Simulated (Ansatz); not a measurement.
Basis sets compared for dimethylphenylsulfonium 2,4-difluorobenzenesulfonate, `C[S+](C)c1ccccc1.O=S(=O)([O-])c1ccc(F)cc1F`. Total charge 0; singlet. Geometry PBE-D4/def2-SVP. Ansatz on 2 threads of AMD EPYC 7R13 on a shared host and a share (18 GiB) of an NVIDIA H100 80GB HBM3; times are rough, and most runs start from earlier orbitals.

```xyz
35

C     0.364    2.749    0.235
S     0.294    1.015    0.773
C    -0.442    1.174    2.423
C     2.047    0.730    1.152
C     2.669   -0.132    0.232
C     4.031   -0.431    0.389
C     4.752    0.119    1.460
C     4.118    0.975    2.376
C     2.759    1.289    2.225
H     0.710    2.697   -0.813
H    -0.685    3.094    0.246
H     1.037    3.330    0.892
H    -1.518    1.319    2.208
H    -0.279    0.213    2.944
H    -0.021    2.019    3.000
H     2.076   -0.551   -0.597
H     4.528   -1.101   -0.329
H     5.819   -0.121    1.585
H     4.686    1.403    3.216
H     2.270    1.964    2.944
O    -0.358    0.831   -1.931
S    -1.823    0.878   -1.584
O    -2.684    1.658   -2.504
O    -2.040    1.224   -0.109
C    -2.397   -0.840   -1.718
C    -3.482   -1.127   -2.559
C    -3.968   -2.435   -2.700
C    -3.344   -3.460   -1.980
F    -3.792   -4.723   -2.099
C    -2.256   -3.212   -1.132
C    -1.797   -1.896   -1.015
F    -0.748   -1.670   -0.196
H    -3.932   -0.282   -3.102
H    -4.817   -2.671   -3.357
H    -1.776   -4.027   -0.575
```

Single mean-field runs in def2-TZVP are fitted with def2-universal-jkfit. In the singlet geometry the species has come apart into loosely held pieces.

Binding counts from free atoms (C triplet, S triplet, H doublet, O triplet, F doublet) in the same basis, without a counterpoise term.

| level | functions | energy (Eh) | HOMO (eV) | LUMO (eV) | binding per atom (eV) | wall time |
| --- | --- | --- | --- | --- | --- | --- |
| PBE-D4/def2-SVP | 372 | -1761.1948 | -4.96 | -2.51 | 4.88 | 7.5 s |
| PBE0-D4/def2-SVP | 372 | -1761.2842 | -6.57 | -1.68 | 4.73 | 16 s |

(1) Estimate the rows for PBE-D4/def2-TZVP, PBE0-D4/def2-TZVP.

Results:

(1) 
```csv
level,functions,energy (Eh),HOMO (eV),LUMO (eV),binding per atom (eV),wall time
PBE-D4/def2-TZVP,747,-1762.6238,-5.37,-2.64,4.85,10 s
PBE0-D4/def2-TZVP,747,-1762.7042,-6.83,-1.78,4.71,4.4 s
```
